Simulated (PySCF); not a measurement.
AlCl₃, SMILES [Cl][Al-]([Cl])[Cl], charge -1, multiplicity 2. The structure is a stationary point at TPSSh-D3(BJ)/def2-SVPD.

All values below come from PySCF with TPSSh-D3(BJ)/def2-SVPD.

Harmonic wavenumbers (cm⁻¹): 118, 118, 178, 369, 435, 435. Rotational constants (GHz): 2.084, 2.084, 1.107; symmetry number 3.

Work out the zero-point energy and the ideal-gas rigid-rotor harmonic-oscillator thermochemistry at 298.15 K and 1 atm.

ZPE = ½ Σ hcν = ½ × 1653 cm⁻¹ = 9.89 kJ/mol. H − E(el) = 27.40 kJ/mol. Entropy in J/(mol K): translation 169.77, rotation 110.50, vibration 47.59, spin 5.76, total 333.62. G − E(el) = -72.07 kJ/mol. Cp = 75.36 J/(mol K). Modes under 150 cm⁻¹ make the vibrational entropy uncertain.
